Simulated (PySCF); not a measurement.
Identify the compound

The spectra below were simulated for a compound C$_{6}$H$_{7}$FN$_{2}$Si.

¹H NMR (400 MHz, computed): δ 5.34 (m, 2H), 5.33 (s, 1H), 3.25 (s, 2H), 2.65 (m, 2H).

¹³C{¹H} NMR (computed): δ 166.5 (C), 121.5 (C), 120.4 (C), 103.0 (CH), 28.7 (CH2), 28.7 (CH2).

Single conformer, relativity neglected, gas phase, averaged over atoms made equivalent by symmetry, fast rotation or ring inversion. Shielding tensors at PBE0/pcSseg-1 (GIAO); geometry from GFN2-xTB; PySCF 2.14.

Referencing at the same level of theory: TMS for ¹H (σ = 31.72 ppm) and ¹³C (σ = 186.93 ppm).

Question: Which candidate is it?
A. C=N[SiH2]c1cc(F)ccn1
B. C[Si@]1(N)C=CC(C#N)=C1F
C. C=Cc1nccnc1[SiH2]F
D. N#C/C=C(/CC#N)C[SiH2]F
E. C#C[SiH2]n1ncc(F)c1C

Answer: D. 

1. Rings plus π bonds: 5 (no ring in the answer).
2. 6 carbon signals for 6 carbons: no two carbons are equivalent.
3. Carbon types of the structure: 3 × C, 1 × CH, 2 × CH2, leaving 2 H on heteroatoms.
4. δC 166.5: fully substituted alkene carbon.
5. δC 121.5, 120.4: nitrile carbon; C≡N carbons fall here, among the sp2 signals but without a proton.
6. δC 103.0: alkene CH; as expected for a trigonal carbon in a double bond.
7. δH 5.33: hydrogen on an alkene CH; olefinic region.
8. δH 2.65: hydrogen on an allylic sp3 CH2 bonded to Si; allylic position.

The others: C#C[SiH2]n1ncc(F)c1C has carbons computed at 159.9, 135.6, 134.4, 106.5, 85.6, 10.3, with a different DEPT pattern; C[Si@]1(N)C=CC(C#N)=C1F would give 3 signals for carbon-bound and other non-exchanging H, not 4; C=Cc1nccnc1[SiH2]F would give 6 signals for carbon-bound and other non-exchanging H, not 4; C=N[SiH2]c1cc(F)ccn1 would give 6 signals for carbon-bound and other non-exchanging H, not 4.

Splittings by ¹⁹F in the carbon and heteronuclear signals aren't shown, as no couplings were computed. Shifts are as computed. Against solution values, carbons near 30 ppm lie about +3 ppm off and those near 130 ppm about +5 ppm. Of 1309 compounds with measured shifts, 239 miss one by over three times the rms of a fit or turn the order of signals round; such compounds aren't used in these exercises. Multiplicities follow the n + 1 count of equivalent neighbours, as no J values were calculated; m marks all less simple cases, F and P coupling included.
